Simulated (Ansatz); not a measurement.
# Reading a saddle point

A first-order saddle point of BH$_{3}$Cl$_{2}$O, closed shell, PBE0-D4/def2-TZVP, with one imaginary mode of 1412i cm⁻¹:

```xyz
7
angstrom
B -0.4107 -0.0867 -0.1476
H -0.0090 -1.2450 0.4136
Cl -0.1026 -0.2164 -1.9103
Cl -2.0689 0.2323 0.4042
H 0.6329 -0.4928 0.7229
O 0.6450 0.7590 0.5752
H 1.3134 1.0497 -0.0581
```

Computed with Ansatz 0.2.0 (basis: def2-TZVPP and def2-QZVPP); correlated methods freeze the cores. Extrapolation: Hartree–Fock as exp(−7.88 √X), correlation as X^−2.97.

(1) Which contacts change along the imaginary mode, and what lies on either side? (A judgement: the text doesn't fix the answer.)

(2) Which side is lower, and how far does the saddle lie above each? (Judge from chemistry; the value comes from the calculation.)

No T1 diagnostic of these runs exceeds 0.012.

Results:

(1) The calculation gives: The step is BHCl₂ ([Cl][BH][Cl]) + H₂O → BHCl₂O ([OH][B]([Cl])[Cl]) + H₂, with the molecules in contact on both sides. Shortening one way: B1–O6, H2–H5; lengthening the same way: B1–H2, H5–O6.
```csv
pair,one side (Å),saddle (Å),other side (Å)
B1–O6,1.65,1.53,1.34
H2–H5,2.89,1.04,0.75
B1–H2,1.19,1.35,3.20
H5–O6,0.97,1.26,3.27
```

(2) Computed: The side with B1–O6, H2–H5 short is lower by 64.4 kJ/mol; the saddle lies 198.5 kJ/mol above it and 134.2 kJ/mol above the other (CCSD(T) at an estimated basis limit (MP2 extrapolated from triple and quadruple zeta, plus CCSD(T) − MP2 in triple zeta); electronic energies).

The step is the kind of ligand exchange by which a precursor binds to a hydroxyl group, or is hydrolysed, in atomic layer deposition of oxides.

Labels in which every atom is bracketed show which atoms are joined, not bond orders.

For scale, one of the runs: CCSD(T)/def2-TZVPP, 188 basis functions, launched by `ansatz run in.yaml --threads 2 --pin off --events-out ev --progress --plain --max-ram 4352MiB`. The run took 51 s on 2 CPU threads of an Arm Neoverse V2 (shared host), with 1.9 GiB of host memory at its peak.
